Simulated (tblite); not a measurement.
Input of a run (GFN2-xTB geometry optimisation, gas phase (tblite 0.8.0)), started from a force field or distance geometry:
```
{"job": {"kind": "relax", "xc": "GFN2-xTB", "basis": "xTB"}, "charge": 0, "multiplicity": 1}
C     -1.887000    -3.061900    -0.390900
C     -1.352000    -1.941800    -0.889500
P     -0.828700    -0.539600     0.177900
C     -2.406700     0.368800     0.603700
C     -2.411900     1.783400     0.110500
C      0.214400     0.686800    -0.744200
C      1.677400     0.377700    -0.662800
C      2.161500     0.378900     0.792100
C      3.644300     0.054800     0.905800
H     -2.085200    -3.212400     0.675200
H     -2.156200    -3.828300    -1.140700
H     -1.197700    -1.877700    -1.968900
H     -2.576500     0.283900     1.714200
H     -3.267100    -0.161800     0.128100
H     -3.473600     2.046000    -0.097900
H     -1.887300     1.879000    -0.860500
H     -2.004900     2.500000     0.834100
H     -0.075400     0.682900    -1.789100
H      0.071800     1.704500    -0.304100
H      2.230200     1.245200    -1.119200
H      1.973700    -0.532100    -1.189700
H      2.066900     1.439000     1.122100
H      1.547700    -0.263700     1.458900
H      4.005700     0.005800    -0.140700
H      4.194800     0.906200     1.403900
H      3.800600    -0.901000     1.444800
```

Output (eV, eV/Å):
```
step      E/eV     max force
  0    -768.31368    2.344
  1    -768.57185    1.580
  2    -768.73161    0.660
  3    -768.80222    0.562
  4    -768.85728    0.498
  5    -768.89382    0.481
  6    -768.93141    0.394
  7    -768.96179    0.375
  8    -768.99030    0.371
  9    -769.01382    0.408
 10    -769.02939    0.271
 11    -769.04058    0.227
 12    -769.05394    0.299
 13    -769.06825    0.328
 14    -769.08128    0.227
 15    -769.09196    0.204
 16    -769.10181    0.199
 17    -769.11233    0.237
 18    -769.12247    0.223
 19    -769.13046    0.185
 20    -769.13765    0.179
 21    -769.14511    0.187
 22    -769.15180    0.157
 23    -769.15749    0.141
 24    -769.16268    0.142
 25    -769.16793    0.172
 26    -769.17336    0.153
 27    -769.17822    0.123
 28    -769.18213    0.120
 29    -769.18578    0.121
 30    -769.18953    0.138
 31    -769.19316    0.123
 32    -769.19667    0.106
 33    -769.20038    0.104
 34    -769.20465    0.133
 35    -769.20947    0.143
 36    -769.21426    0.147
 37    -769.21849    0.137
 38    -769.22273    0.137
 39    -769.22840    0.190
 40    -769.23658    0.274
 41    -769.24592    0.344
 42    -769.25228    0.374
 43    -769.26216    0.211
 44    -769.26889    0.145
 45    -769.27288    0.151
 46    -769.27630    0.185
 47    -769.27968    0.132
 48    -769.28192    0.094
 49    -769.28384    0.104
 50    -769.28564    0.113
 51    -769.28749    0.131
 52    -769.28943    0.124
 53    -769.29145    0.122
 54    -769.29390    0.152
 55    -769.29684    0.188
 56    -769.30050    0.210
 57    -769.30432    0.184
 58    -769.30809    0.141
 59    -769.31116    0.144
 60    -769.31390    0.139
 61    -769.31588    0.140
 62    -769.31766    0.120
 63    -769.31910    0.098
 64    -769.32015    0.093
 65    -769.32078    0.080
 66    -769.32124    0.056
 67    -769.32169    0.042
 68    -769.32220    0.047
 69    -769.32269    0.056
 70    -769.32315    0.057
 71    -769.32362    0.054
 72    -769.32421    0.054
 73    -769.32492    0.064
 74    -769.32568    0.067
 75    -769.32645    0.069
 76    -769.32739    0.071
 77    -769.32877    0.075
 78    -769.33069    0.089
 79    -769.33280    0.093
 80    -769.33465    0.080
 81    -769.33640    0.088
 82    -769.33873    0.125
 83    -769.34160    0.177
 84    -769.34609    0.199
 85    -769.35137    0.163
 86    -769.35762    0.156
 87    -769.36055    0.175
 88    -769.36792    0.330
 89    -769.37141    0.342
 90    -769.38307    0.197
 91    -769.38991    0.162
 92    -769.39607    0.302
 93    -769.40616    0.177
 94    -769.41593    0.184
 95    -769.42716    0.369
 96    -769.43185    0.210
 97    -769.43617    0.142
 98    -769.43964    0.200
 99    -769.44369    0.122
100    -769.44793    0.159
101    -769.44988    0.130
102    -769.45137    0.099
103    -769.45291    0.086
104    -769.45455    0.089
105    -769.45587    0.118
106    -769.45735    0.121
107    -769.45865    0.118
108    -769.46031    0.097
109    -769.46180    0.067
110    -769.46267    0.061
111    -769.46356    0.060
112    -769.46443    0.058
113    -769.46527    0.056
114    -769.46594    0.050
115    -769.46646    0.051
116    -769.46689    0.056
117    -769.46728    0.036
118    -769.46761    0.038
119    -769.46793    0.039
120    -769.46828    0.045
121    -769.46870    0.046
122    -769.46916    0.038
123    -769.46962    0.042
124    -769.47009    0.048
125    -769.47068    0.055
126    -769.47150    0.058
127    -769.47253    0.059
128    -769.47350    0.058
129    -769.47424    0.057
130    -769.47485    0.047
131    -769.47547    0.044
132    -769.47609    0.046
133    -769.47663    0.045
134    -769.47706    0.043
135    -769.47743    0.041
136    -769.47775    0.039
137    -769.47805    0.033
138    -769.47836    0.041
139    -769.47874    0.048
140    -769.47913    0.042
141    -769.47952    0.050
142    -769.48001    0.069
143    -769.48075    0.073
144    -769.48170    0.068
145    -769.48270    0.062
146    -769.48341    0.062
147    -769.48370    0.086
148    -769.48418    0.037
149    -769.48450    0.043
150    -769.48486    0.039
151    -769.48509    0.032
152    -769.48526    0.023
153    -769.48542    0.026
154    -769.48556    0.025
155    -769.48573    0.022
156    -769.48587    0.026
157    -769.48601    0.027
158    -769.48617    0.028
159    -769.48637    0.030
160    -769.48662    0.032
161    -769.48692    0.032
162    -769.48723    0.043
163    -769.48762    0.048
164    -769.48806    0.043
165    -769.48848    0.052
166    -769.48884    0.047
167    -769.48918    0.041
168    -769.48950    0.041
169    -769.48973    0.044
170    -769.48987    0.031
171    -769.49001    0.026
172    -769.49018    0.036
173    -769.49043    0.037
174    -769.49062    0.030
175    -769.49081    0.028
176    -769.49097    0.021
177    -769.49114    0.022
178    -769.49126    0.018
179    -769.49134    0.024
180    -769.49144    0.021
181    -769.49155    0.021
182    -769.49175    0.028
183    -769.49186    0.021
184    -769.49200    0.028
185    -769.49215    0.031
186    -769.49244    0.034
187    -769.49288    0.066
188    -769.49335    0.038
189    -769.49371    0.112
190    -769.49419    0.054
191    -769.49462    0.044
192    -769.49497    0.051
193    -769.49527    0.041
194    -769.49553    0.035
195    -769.49576    0.043
196    -769.49602    0.026
197    -769.49625    0.028
198    -769.49643    0.032
199    -769.49656    0.029
200    -769.49668    0.020
201    -769.49680    0.026
202    -769.49693    0.023
203    -769.49701    0.024
204    -769.49712    0.029
205    -769.49723    0.022
206    -769.49734    0.019
207    -769.49741    0.020
208    -769.49747    0.016
209    -769.49753    0.016
210    -769.49758    0.012
211    -769.49761    0.014
212    -769.49763    0.010
213    -769.49765    0.009
```

Q: Summarise the run.

A: The energy falls by 1.184 eV over 213 L-BFGS steps, the largest force on an atom goes from 2.34 to 0.009 eV/Å, and the atoms move by 0.840 Å rms after alignment. The bond that changes most is C9–H25 (methyl carbon to methyl hydrogen), which shortens by 0.042 Å. Bonds longer at the end by more than 0.005 Å: 4 of 25; shorter: 18. Among the angles that change most is C2–P3–C6, from 112.1° to 96.7°. Among the dihedrals that turn most is C6–P3–C4–C5, from 0° to -80°. The energy never rose by more than 1e-5 eV on the way. The first step brought 22 % of the lowering.

Q: What are the final bond lengths?

A: C1=C2 1.322 Å, C2–P3 1.826 Å, P3–C4 1.869 Å, C4–C5 1.522 Å, P3–C6 1.867 Å, C6–C7 1.525 Å, C7–C8 1.525 Å, C8–C9 1.522 Å, C1–H10 1.078 Å, C1–H11 1.079 Å, C2–H12 1.087 Å, C4–H13 1.094 Å, C4–H14 1.094 Å, C5–H15 1.089 Å, C5–H16 1.088 Å, C5–H17 1.088 Å, C6–H18 1.095 Å, C6–H19 1.093 Å, C7–H20 1.094 Å, C7–H21 1.094 Å, C8–H22 1.092 Å, C8–H23 1.093 Å, C9–H24 1.088 Å, C9–H25 1.087 Å, C9–H26 1.088 Å. Numbering counts from 1 in the input's order; the species is `C=CP(CC)CCCC`.

The run took 2.6 s on one thread of an AMD EPYC 7B13, no GPU, shared host with 96 logical CPUs at a one-minute load of 21.

Its GFN2-xTB frequencies are all real (lowest 24 cm⁻¹). The numbers are those of one conformer.

These are computed values.
